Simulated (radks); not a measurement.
The table gives one normalised radial function P(r) = r R(r) of Sm34+ in [Ne] 3s2 3p5 3d10 4p1 (r in bohr). Calculated with a radial shooting solver on a logarithmic mesh with Libxc functionals: non-relativistic Kohn-Sham, BLYP, spin-polarised, spherical densities, point nucleus; open shells are filled with parallel spins first (spin-orbit coupling, left out, can overturn this in heavy ions); relativity is left out, which matters for an element this heavy.

| r | P |
|---|---|
| 0.001676 | 0.0072 |
| 0.002131 | 0.0114 |
| 0.002709 | 0.0181 |
| 0.003444 | 0.0286 |
| 0.004378 | 0.0450 |
| 0.00561 | 0.0711 |
| 0.007132 | 0.1095 |
| 0.009067 | 0.1665 |
| 0.01153 | 0.2490 |
| 0.01465 | 0.3645 |
| 0.01863 | 0.5188 |
| 0.02387 | 0.7192 |
| 0.03035 | 0.9392 |
| 0.03858 | 1.1484 |
| 0.04904 | 1.2795 |
| 0.06234 | 1.2351 |
| 0.07989 | 0.8954 |
| 0.1016 | 0.2311 |
| 0.1291 | -0.6817 |
| 0.1641 | -1.5910 |
| 0.2086 | -2.1490 |
| 0.2674 | -2.1059 |
| 0.3399 | -1.5419 |
| 0.4321 | -0.8246 |
| 0.5493 | -0.3042 |
| 0.6983 | -0.0711 |
| 0.8948 | -0.0087 |
| 1.138 | -0.0005 |
| 1.446 | 0.0000 |

Which n and l does it have? It may be an empty orbital.

Answer. n = 3, l = 1: the number of nodes gives n - l - 1 = 1, the rise at small r (about r^(l+1)) gives l, and the extent must fit the shell. The curve is that of 3p down; the table hardly tells the two spins apart. 3p down: eigenvalue -2638.5 eV, 1 radial node at r = 0.108 bohr, <r> = 0.253 bohr, 90 % of the charge inside 0.376 bohr.
